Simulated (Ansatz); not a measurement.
FGe2H5O (`[OH][GeH2][GeH2][F]`). The species carries charge 0 and has multiplicity 1. All single points use the PBE0-D4/def2-TZVP geometry. It is one conformer, not always the lowest.

```xyz
9

O    -1.220   -0.253   -1.773
Ge   -0.667   -0.813   -0.166
Ge    0.784    0.910    0.770
F     1.534    0.214    2.191
H    -0.561   -0.385   -2.457
H     0.090   -2.148   -0.308
H    -1.955   -0.990    0.646
H     1.946    1.297   -0.165
H     0.049    2.168    1.262
```

(1) What is the dipole moment at r2SCAN/def2-TZVPP? (Best estimate.)

(2) And with PBE, B3LYP, ωB97M-V? (An estimate is asked.)

(3) Give the Mulliken charges with r2SCAN, ωB97M-V, PBE in def2-TZVPP. (An estimate is asked.)

## Answers

(1) Computed: 1.68 D, with components (0.14, -0.06, -1.67) D in this frame, pointing from negative to positive charge.

(2) Ansatz gave: PBE 1.65 D, B3LYP 1.68 D, ωB97M-V 1.65 D.

(3) The calculation gave: 
| atom | r2SCAN | ωB97M-V | PBE |
| --- | --- | --- | --- |
| O1 | -0.44 | -0.42 | -0.39 |
| Ge2 | 0.28 | 0.22 | 0.24 |
| Ge3 | 0.43 | 0.37 | 0.38 |
| F4 | -0.39 | -0.39 | -0.35 |
| H5 | 0.19 | 0.17 | 0.18 |
| H6 | -0.02 | 0.01 | -0.02 |
| H7 | 0.00 | 0.03 | 0.00 |
| H8 | -0.03 | 0.00 | -0.03 |
| H9 | -0.02 | 0.01 | -0.02 |

B3LYP here is the variant with VWN-RPA as its local correlation; programs differ in this.
